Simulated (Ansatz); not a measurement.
Input and output for NbSeF3.

```yaml
crystal:
  periodic: [false, false, false]
  atoms:
    - {symbol: Nb, position_ang: [-0.000433, 0.000788, -0.106882]}
    - {symbol: Se, position_ang: [0.010007, -0.016476, 2.169221]}
    - {symbol: F, position_ang: [1.757396, 0.009549, -0.695625]}
    - {symbol: F, position_ang: [-0.887072, 1.527656, -0.671805]}
    - {symbol: F, position_ang: [-0.879898, -1.521508, -0.694909]}
basis:
  gaussian: {orbitals: def2-SVPD}
hamiltonian: {xc: {name: PBE-QIDH}}
scf: {omitted_lower_state_checks: [starts]}
```

```sh
$ ansatz run in.yaml --threads 4 --pin off --events-out ev --progress --plain --max-ram 3916MiB
```

It prints (some lines left out):

```
Functional definition: PBE-QIDH
1381 factors; integrals over basis functions are off by at most 4.3e-4 eV
mean field evaluation 1: about -74993.0924 eV, gradient 6.2e1 eV
mean field evaluation 2: about -74993.2333 eV, gradient 6.3e1 eV
mean field evaluation 4: about -75000.4665 eV, gradient 1.8e1 eV
mean field evaluation 8: about -75001.2277 eV, gradient 8.9e-1 eV
mean field evaluation 16: about -75001.2301 eV, gradient 1.2e-3 eV
mean field -75001.23006502 eV, -2756.2443672300 hartree, gradient 9.9e-7 eV, S^2 0.000000; 0 other end points of the search recorded, 0 dependent functions left out
12 core orbitals not correlated: weight in the atoms' cores, before any rotation towards them, 1.000 or more for the frozen orbitals, at most 0.000 for the correlated occupied ones
reference -75001.23008588 eV, -2756.2443679963 hartree; 25, 25 occupied and 107, 107 virtual orbitals, 1381 factors
second order -37.09599161 eV of doubles, -0.00000000 eV of singles
Total energy: -75013.59541641 eV, -2756.6987855120 hartree
Checks for a lower state left out: starts
```

Run time 4.4 s (4 threads of Arm Neoverse V2 on a shared host).

In the def2 sets Nb takes a core potential; there is no spin–orbit coupling. Correlated methods freeze 12 core orbitals; core or outer-core shells of Nb, Se are correlated, in sets that lack core-valence functions.
